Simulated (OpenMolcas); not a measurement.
# Levels of Ar²⁺ by method

```
Program             : OpenMolcas
Basis               : ANO-RCC-VDZP [4s3p1d]
Scalar Hamiltonian  : DKH2, point nucleus
Active space        : 6 electrons in 4 orbitals (3s 3p)
State averaging     : 2S+1 = 3 even, 3 roots; 2S+1 = 1 even, 6 roots kept (CI in the orbitals of an earlier block); 2S+1 = 3 odd, 3 roots; 2S+1 = 1 odd, 3 roots kept (CI in the orbitals of an earlier block)
Spin-orbit coupling : state interaction with AMFI integrals over the reference wave functions, term energies averaged over their components
```

Methods on the same reference wave functions:
A. CASSCF
B. SS-CASPT2, IPEA 0.25 Eh, imaginary shift 0.1 Eh (closed shells correlated: 2s 2p)

Energies in cm-1 above 3s2 3p4 3P2, the measured ground level; measured values from Saloman, J. Phys. Chem. Ref. Data 39, 033101 (2010).

```tsv
Level	A	B	Measured
3s2 3p4 3P2	0.0	0.0	0.0
3s2 3p4 3P1	1077	1079	1112
3s2 3p4 3P0	1528	1536	1570
3s2 3p4 1D2	16889	15590	14010
3s2 3p4 1S0	31523	33560	33266
3s 3p5 3P* 2	139369	124470	113801
3s 3p5 3P* 1	140398	125500	114797
3s 3p5 3P* 0	140926	126030	115328
3s 3p5 1P* 1	202580	177450	144022
```

Deviations, from unrounded energies. A percentage is the sum of absolute deviations over the sum of measured energies, with the sign that they share, or ± where signs differ.

| Against measurement | Levels | A | B |
| --- | --- | --- | --- |
| mean absolute deviation (cm-1) | 8 | 18000 | 8400 |
| fine structure of the ground term (%) | 2 | -2.9 | -2.5 |
| other terms of the ground configuration (%) | 2 | ±9.8 | +4.0 |
| other configurations (%) | 4 | +27.7 | +13.4 |

B lies closest to measurement on these levels. The largest miss of B in the table is 3s 3p5 1P* 1, by +33000 cm-1. The ranking rests on the paired levels alone, and a cruder setting can come out closer through cancelling errors.

From A to B the spin-free energies of the other terms of 3s2 3p4 shown, above 3P, scale by factors of 0.92 to 1.07.

The lowest spin-free term lies below A's lowest term by 0.116 hartree in B.

CASPT2 breaks the degeneracy within a term, and the mean is taken; among the terms shown or strongly mixed into the levels shown the widest spread is 72 cm-1 (3s2 3p4 1D, B). Over all roots computed the reference weight is 0.88 to 0.97 in B; the roots of lowest weight are the least certain, and an intruder state may touch them. Terms from blocks run as CI alone lack orbitals of their own. Terms of s pⁿ other than that of highest spin mix with s² pⁿ⁻² d, which this space lacks; all of them can be thousands of cm-1 off, and some have no real level of that name. Computed and measured levels are paired by configuration, term and J; levels that our copy of the source lacks, or whose pairing is in doubt (as where it misses far off the trend of its configuration), stay unpaired and out of the deviations. Only configurations of the active space appear.

* marks odd parity.
